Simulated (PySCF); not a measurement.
H₂O₂, charge +1, doublet, geometry from GFN2-xTB (a state made from the parent by changing its charge; the spin is typed, not shown lowest). Base run: PySCF with SVWN5/cc-pVDZ.

Geometry (Å):
```xyz
4

O     -0.5907    -0.0190     0.2593
O      0.5907     0.0190    -0.2593
H     -1.2895    -0.0342    -0.4635
H      1.2895     0.0342     0.4635
```
Charge +1, spin multiplicity 2.
Orbitals are unrestricted.
All else is at PySCF's defaults.

The base run was repeated with changes; each row names its change, and settings that it needs were set with it.

```tsv
change	E (Eh)	HOMO (eV)	<S^2>	core-seconds (rough)
base	-150.09714	-16.34	0.751	1
functional = b3lyp5	-151.11177	-18.15	0.753	4
functional = wb97x	-151.13755	-21.14	0.753	4
functional = b3lyp	-151.17549	-18.24	0.753	3
functional = blyp	-151.16362	-16.25	0.752	2
functional = wb97m_v	-151.12795	-20.92	0.753	20
functional = blyp; dispersion = d3bjm	-151.16623	-16.25	0.752	3
functional = bhandhlyp	-151.09399	-20.85	0.756	3
functional = tpss	-151.20236	-16.59	0.752	6
functional = mn15	-151.02364	-19.23	0.752	4
functional = m062x	-151.11166	-20.52	0.754	4
functional = r2scan	-151.10551	-17.07	0.754	3
functional = hse06	-151.03330	-18.22	0.753	5
```

Total energies compare only within one method and basis.

Open shells are given as the SCF converged; they aren't shown to be the lowest states, and a large step between rows can be another state.
